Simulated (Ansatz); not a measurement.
Input file for Ansatz (an electronic-structure program): R-r2SCAN/def2-TZVPP on FGaH2 (SMILES [F][GaH2]), atoms moved off the minimum.

Ansatz 0.2 input:
```yaml
crystal:
  periodic: [false, false, false]
  atoms:
    - {symbol: Ga, position_ang: [-0.20675371, -0.39459812, 0.00639817]}
    - {symbol: H, position_ang: [0.61818143, -1.13336694, 1.14261680]}
    - {symbol: H, position_ang: [-1.40953155, -0.65121813, -0.58390218]}
    - {symbol: F, position_ang: [0.60076152, 1.31069162, -0.30395722]}
basis:
  gaussian:
    orbitals: def2-TZVPP
hamiltonian:
  xc: {name: r2SCAN}
scf: {lower_state_search: off}
output: {forces: true}
```

The head of its log:

```
WARN ansatz: RAYON_NUM_THREADS=1 ignored (pool sized by the plan → 1); use --threads N
Functional definition: r2SCAN
these checks for a lower state are left out or cut short: stability, starts, cluster_reference, orbital_swaps, neighbouring_geometries, increment
integrals: 0.03 GiB planned
642 factors; their error is unknown
mean field: 0.25 GiB planned
mean field evaluation 1: about -55123.9714 eV, gradient 5.0e1 eV
mean field evaluation 2: about -55071.6018 eV, gradient 1.7e2 eV
```

Question: Give the final energy of this run.

Answer: -2025.8940 hartree.
